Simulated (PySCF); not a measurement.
Numbering as in the mapped SMILES `[O:1]=[C:2]([F:3])[c:4]1[cH:5][cH:6][cH:7][s:8]1`; H(Xn) means a hydrogen on atom n.

Geometry: PBE0-D3(BJ)/def2-SVP; GIAO shifts from PySCF, gas phase, non-relativistic, averaged over equivalent atoms.

At PBE0/aug-cc-pVDZ (215 basis functions, 26 s wall time on 1 thread of an Arm Neoverse V1, shared host):
```tsv
atoms	δ (ppm)
O1	379.9
C2	151.6
C7	139.7
C4	133.8
C5	133.3
C6	124.3
F3	12.9
S8	239.2
H(C5)	7.99
H(C7)	7.89
H(C6)	7.22
```

Scale: 17O (335.91 ppm) against H2O; TMS for 13C (195.12 ppm), 1H (31.39 ppm); CFCl3 for 19F (194.15 ppm); CS2 for 33S (557.74 ppm) (reference shieldings calculated alike).

Task: Estimate the result of repeating the calculation with PBE0/cc-pVTZ.

Result: 
```tsv
atoms	δ at PBE0/cc-pVTZ	change
O1	405.9	+26.0
C2	157.3	+5.7
C7	143.9	+4.2
C4	137.0	+3.2
C5	139.8	+6.5
C6	131.2	+6.9
F3	16.7	+3.8
S8	247.2	+8.0
H(C5)	7.88	-0.11
H(C7)	7.80	-0.09
H(C6)	7.18	-0.04
```

δ = σ(ref) − σ, references computed at the same level: H2O for 17O (334.84 ppm); TMS for 13C (187.29 ppm), 1H (31.29 ppm); 19F (182.60 ppm) vs CFCl3; 33S (524.82 ppm) against CS2.

The largest change is at O1 (carbonyl oxygen). Cost: 286 basis functions, 41 s wall time on 1 thread of an Arm Neoverse V1, shared host. The order of the carbon signals changes between the two levels.

Unscaled 19F shifts against computed CFCl3 carry errors that often reach 10 to 50 ppm. Unscaled 17O shifts of doubly bonded oxygen tend to come out too high, by tens of ppm or more. Experimental scales use liquid or dissolved standards, which lie at an offset from isolated H2O (liquid H2O: subtract about 36 ppm).
